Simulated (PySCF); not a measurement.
Job file and geometry (Å, from GFN2-xTB) of an NMR shielding run on `BOC[C@](C)(F)OC(F)F`, C₄H₈BF₃O₂, GIAO PBE0/pcSseg-1 NMR shielding, non-relativistic, gas phase (PySCF 2.14.0, density-fitted response routines); density fitting, a coarse starting grid and PySCF grid level 2 are the driver's defaults:

```
$ OMP_NUM_THREADS=1 python probes_run.py task.json out

{"job": {"kind": "nmr", "xc": "PBE0", "basis": "pcSseg-1"}, "charge": 0, "multiplicity": 1}
B      2.561241    -0.107247    -1.134755
O      1.943039     0.235283    -0.010613
C      1.140687    -0.623440     0.744856
C     -0.331444    -0.183556     0.647921
C     -0.525718     1.289261     0.962757
F     -1.051015    -0.932649     1.571622
O     -0.775772    -0.564282    -0.627272
C     -2.090774    -0.395083    -0.913089
F     -2.330672     0.830096    -1.447154
F     -2.429058    -1.277637    -1.859011
H      3.166629     0.755038    -1.642605
H      2.522520    -1.201149    -1.569331
H      1.443666    -0.562817     1.795985
H      1.210577    -1.660428     0.396821
H      0.061609     1.876347     0.262578
H     -1.573452     1.569713     0.884329
H     -0.182345     1.482345     1.975518
H     -2.768478    -0.523476    -0.050213
```

Task: What does the program print?

Result: 
```
coarse grid: 15824 points
cycle   1  E = -631.0747183907  dE =  1.486e+00  |g| = 1.101e+00  |ddm| = 3.542e+00
cycle   2  E = -630.8733216836  dE =  2.014e-01  |g| = 1.588e+00  |ddm| = 1.506e+00
cycle   3  E = -631.2777768233  dE = -4.045e-01  |g| = 1.088e-01  |ddm| = 9.586e-01
cycle   4  E = -631.2793326804  dE = -1.556e-03  |g| = 6.426e-02  |ddm| = 1.026e-01
cycle   5  E = -631.2800358408  dE = -7.032e-04  |g| = 1.246e-02  |ddm| = 4.400e-02
cycle   6  E = -631.2800609595  dE = -2.512e-05  |g| = 3.735e-03  |ddm| = 1.053e-02
cycle   7  E = -631.2800638997  dE = -2.940e-06  |g| = 6.294e-04  |ddm| = 2.940e-03
final grid: 156248 points
cycle   8  E = -631.3798111510  dE = -6.770e-05  |g| = 1.285e-02  |ddm| = 3.191e-02
cycle   9  E = -631.3797847203  dE =  2.643e-05  |g| = 1.819e-02  |ddm| = 1.738e-02
cycle  10  E = -631.3798412315  dE = -5.651e-05  |g| = 1.358e-03  |ddm| = 1.028e-02
cycle  11  E = -631.3798416090  dE = -3.775e-07  |g| = 4.270e-04  |ddm| = 1.418e-03
cycle  12  E = -631.3798416378  dE = -2.885e-08  |g| = 1.551e-04  |ddm| = 3.607e-04
cycle  13  E = -631.3798416416  dE = -3.769e-09  |g| = 3.209e-05  |ddm| = 9.568e-05
cycle  14  E = -631.3798416418  dE = -1.739e-10  |g| = 9.485e-06  |ddm| = 2.751e-05
converged SCF energy = -631.3798416418

GIAO shielding tensors (ppm)
atom      isotropic    diamagn.    paramagn.     s11        s22        s33       span
  0 B       53.195     195.205    -142.010     16.224     44.851     98.511     82.288
  1 O      125.804     395.652    -269.848    -79.581    102.025    354.968    434.549
  2 C      103.894     245.488    -141.594     82.030     92.369    137.282     55.251
  3 C       68.097     244.162    -176.065     49.480     63.192     91.619     42.138
  4 C      162.803     250.621     -87.818    148.464    156.683    183.262     34.798
  5 F      316.634     475.661    -159.027    217.002    363.110    369.788    152.786
  6 O      167.617     404.709    -237.092    127.458    158.028    217.366     89.908
  7 C       65.421     235.227    -169.807     44.124     70.220     81.917     37.794
  8 F      263.771     473.296    -209.525    177.020    268.732    345.561    168.541
  9 F      279.159     469.002    -189.843    179.715    313.812    343.950    164.234
 10 H       26.743      30.386      -3.643     25.796     26.002     28.432      2.635
 11 H       26.524      30.820      -4.296     24.484     26.216     28.870      4.386
 12 H       27.194      29.128      -1.933     23.913     27.376     30.294      6.381
 13 H       27.275      30.593      -3.318     24.497     27.297     30.031      5.534
 14 H       29.409      30.836      -1.427     25.742     28.261     34.223      8.480
 15 H       29.850      30.381      -0.531     25.451     29.779     34.320      8.869
 16 H       30.097      29.910       0.187     26.288     27.502     36.502     10.214
 17 H       24.871      27.440      -2.569     21.736     25.554     27.323      5.587
```

Size and cost of the density-fitted run: 210 basis functions, 53 s wall time on 1 thread of an Arm Neoverse V1, shared host; peak memory 0.92 GiB.
